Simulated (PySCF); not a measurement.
All of these have the formula C5H6O2. Method used: PySCF 2.14.0, density-fitted response routines, TDDFT wB97X-D/def2-SVPD, vertical, gas phase, core orbitals frozen in the response. Geometries: PBE0-D3(BJ)/def2-SVP; one conformer of each isolated species. Triplets are in the Tamm–Dancoff approximation.

A. `C=CC(=C)C(=O)O`
B. `C=CC(=C)OC=O`
C. `CC#CC(=O)OC`
D. `O=C1CCC(=O)C1`

Lowest singlet levels (six at most, fewer where fewer were computed) with oscillator strengths:

1. 4.08 eV (f 0.000); 4.39 eV (f 0.000); 6.27 eV (f 0.001); 6.52 eV (f 0.001); 7.19 eV (f 0.007); 7.80 eV (f 0.053); T1 3.65 eV
2. 5.64 eV (f 0.010); 5.74 eV (f 0.392); 6.35 eV (f 0.231); 7.01 eV (f 0.000); 7.07 eV (f 0.106); 7.25 eV (f 0.001); T1 3.30 eV
3. 5.01 eV (f 0.001); 5.13 eV (f 0.243); 6.64 eV (f 0.295); 6.88 eV (f 0.001); 7.08 eV (f 0.223); 7.22 eV (f 0.003); T1 3.06 eV
4. 4.98 eV (f 0.000); 5.85 eV (f 0.000); 6.00 eV (f 0.122); 6.93 eV (f 0.001); 7.37 eV (f 0.113); 7.71 eV (f 0.009); T1 4.60 eV

Task: Match each spectrum to its molecule.

Result: 1 = D, 2 = B, 3 = A, 4 = C.
- A: S1 at 5.01 eV, HOMO-1→LUMO (86%), HOMO-1→LUMO+1 (9%); Löwdin shares by element: HOMO carbon 87% or more; LUMO carbon 60% or more, oxygen 10% or more (atoms not listed hold the other 29%); HOMO -8.92 and LUMO -0.04 eV.
- B: S1 at 5.64 eV, HOMO-1→LUMO+1 (55%), HOMO-1→LUMO (39%); Löwdin shares by element: HOMO carbon 84% or more (atoms not listed hold the other 16%); LUMO carbon 70% or more (atoms not listed hold the other 29%); HOMO -8.81 and LUMO 0.52 eV.
- C: S1 at 4.98 eV, HOMO→LUMO (96%); Löwdin shares by element: HOMO carbon 63% or more, oxygen 26% or more; LUMO carbon 59% or more, oxygen 20% or more (atoms not listed hold the other 21%); HOMO -9.76 and LUMO 0.71 eV.
- D: S1 at 4.08 eV, HOMO→LUMO (80%), HOMO-1→LUMO+1 (18%); Löwdin shares by element: HOMO oxygen 60%, carbon 20% or more (atoms not listed hold the other 20%); LUMO carbon 34% or more, oxygen 25% (atoms not listed hold the other 41%); HOMO -9.25 and LUMO 0.33 eV; point group C2, 2 of its 6 listed states under f = 0.0005.
A and C have S1 within 0.04 eV of each other; their strongest listed levels stand at 6.64 eV (f 0.295) and 6.00 eV (f 0.122).
